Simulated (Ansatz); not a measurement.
A run for Ansatz (a program for electronic structure): U-B97M-V/def2-TZVPP on O2 (SMILES O=O).

Ansatz 0.2 input:
```yaml
crystal:
  periodic: [false, false, false]
  atoms:
    - {symbol: O, position_ang: [0.00000000, -0.00000000, 0.60215214]}
    - {symbol: O, position_ang: [-0.00000000, 0.00000000, -0.60215214]}
basis:
  gaussian:
    orbitals: def2-TZVPP
hamiltonian:
  xc: {name: B97M-V}
magnetization: {spin_polarized: true, initial_magnetization: 2}
```

Q: What total energy does the run end on?

A: -150.3392 hartree.
